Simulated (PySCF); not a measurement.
## H₂SeS: one-bond stretch

These are results of PySCF, PBE0, basis Se def2-TZVP, S def2-TZVP, H def2-TZVP (no relativity, density fitting), not measurements.

Rigid scan from the singlet minimum (Se–H 1.500 Å (×2), Se–S 2.093 Å; H–Se–H 87.9°, H–Se–S 106.4° (×2)). Coordinate: the bond from Se to the last atom (H) scaled, the rest fixed. Energies in kJ/mol from the minimum.

```json
{"scale of one bond": "0.92", "E (kJ/mol)": "15.4", "dipole size (D)": "4.14"}
{"scale of one bond": "0.96", "E (kJ/mol)": "3.5", "dipole size (D)": "4.08"}
{"scale of one bond": "1.00", "E (kJ/mol)": "0.0", "dipole size (D)": "4.01"}
{"scale of one bond": "1.05", "E (kJ/mol)": "4.2", "dipole size (D)": "3.90"}
{"scale of one bond": "1.12", "E (kJ/mol)": "20.6", "dipole size (D)": "3.72"}
{"scale of one bond": "1.20", "E (kJ/mol)": "47.5", "dipole size (D)": "3.47"}
{"scale of one bond": "1.35", "E (kJ/mol)": "105.2", "dipole size (D)": "2.98"}
{"scale of one bond": "1.55", "E (kJ/mol)": "176.7", "dipole size (D)": "–"}
{"scale of one bond": "1.80", "E (kJ/mol)": "247.2", "dipole size (D)": "–"}
{"scale of one bond": "2.20", "E (kJ/mol)": "320.5", "dipole size (D)": "–"}
```

At long bonds a restricted determinant can lie too high, and another spin state can fall below this curve.
